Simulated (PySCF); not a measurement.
CH6InNO2. Atoms are numbered in the order given.

```xyz
11

In    -0.0541     0.0009     0.2983
N      0.8064    -0.6881    -1.4096
C      0.4329    -0.2161    -2.7335
H      1.0783    -1.6680    -1.4044
H     -0.4274    -0.7479    -3.1879
H      1.2817    -0.3070    -3.4372
H      0.1667     0.8519    -2.6952
O     -1.0585     1.7349     0.2551
H     -1.3360     1.9873     1.1472
O      0.1727    -0.7929     2.1335
H      0.7323    -1.5819     2.1200
```

The structure is a stationary point at B3LYP-D3(BJ)/def2-SVP. The structure was generated by enumeration; whether it is a known compound was not checked. The def2 effective core potentials stand for the cores of In; spin–orbit coupling is left out. The values are those of a single conformer.

Vertical ionisation energy (IE) and electron affinity (EA) in eV. Rows of orbital energies are one-electron estimates. Where ΔSCF, EOM or ADC give a negative EA the extra electron is unbound and the value depends on the basis.

| level | IE | EA |
|---|---|---|
| −ε(HOMO), −ε(LUMO), ωB97X/def2-TZVP (PySCF) | 9.16 | -0.39 |
| −ε(HOMO), −ε(LUMO), PBE/def2-TZVP (PySCF) | ___ | ___ |

Question: What belongs in the gaps? (An estimate is asked for; the answer gives what the named calculation found.)

Answer: 
- −ε(HOMO), −ε(LUMO), PBE/def2-TZVP (PySCF), IE: 5.39
- −ε(HOMO), −ε(LUMO), PBE/def2-TZVP (PySCF), EA: 2.46
